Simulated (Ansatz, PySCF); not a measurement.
Reaction (SMILES): CCCCCCO -> [CH2]CCCCCO + H atom (the C-H bond at the site shown breaks; other sites are not compared here)
Each molecule is optimised on its own at B3LYP-D3(BJ)/def2-TZVP (Ansatz, a first-principles code), one conformer each, not searched for the lowest.
Geometry of the first species:
```xyz
21

C      3.8070    -0.0284     0.1089
C      2.4584    -0.7376     0.0279
C      1.2737     0.2249     0.0534
C     -0.0804    -0.4745    -0.0274
C     -1.2626     0.4911     0.0037
C     -2.6062    -0.2167    -0.0872
O     -3.7154     0.6725     0.0000
H      3.9393     0.6608    -0.7287
H      3.8899     0.5535     1.0301
H      4.6351    -0.7391     0.0888
H      2.4142    -1.3380    -0.8867
H      2.3652    -1.4440     0.8592
H      1.3659     0.9328    -0.7781
H      1.3163     0.8260     0.9685
H     -0.1703    -1.1826     0.8037
H     -0.1221    -1.0745    -0.9433
H     -1.2404     1.0833     0.9231
H     -1.1743     1.2004    -0.8285
H     -2.7241    -0.9088     0.7487
H     -2.6565    -0.8093    -1.0105
H     -3.6542     1.3069    -0.7222
```
Charge 0, spin multiplicity 1.

Wanted: bond dissociation energy (0 K, with B3LYP-D3(BJ) harmonic zero-point energies from PySCF), in kcal/mol. Correlated levels leave the core frozen unless marked. Open shells are spin-unrestricted. Spin-orbit coupling is left out. Non-relativistic. CBS(X,Y): correlation extrapolated as X^-3; Hartree-Fock from the larger set. [CCSD(T)-MP2]/basis is that difference in the basis named.

```json
[
 {"level": "HF/cc-pVDZ", "program": "Ansatz", "bond dissociation energy (kcal/mol)": "73.3"},
 {"level": "SVWN5/def2-TZVPD", "program": "Ansatz", "bond dissociation energy (kcal/mol)": "107.3"},
 {"level": "PBE-D4/def2-TZVPD", "program": "Ansatz + dftd4", "bond dissociation energy (kcal/mol)": "95.7"},
 {"level": "B3LYP/def2-TZVPD", "program": "Ansatz", "bond dissociation energy (kcal/mol)": "96.8"},
 {"level": "PBE0-D3(BJ)/def2-TZVP", "program": "Ansatz + dftd3", "bond dissociation energy (kcal/mol)": "95.7"},
 {"level": "PBE0/def2-TZVPD", "program": "Ansatz", "bond dissociation energy (kcal/mol)": "95.3"},
 {"level": "PBE0/def2-QZVPP", "program": "Ansatz", "bond dissociation energy (kcal/mol)": "95.4"}
]
```

Question: What does RI-MP2/CBS(cc-pVTZ,cc-pVQZ)+[CCSD(T)-MP2]/cc-pVTZ (Ansatz) give?

Answer: 100.3 kcal/mol
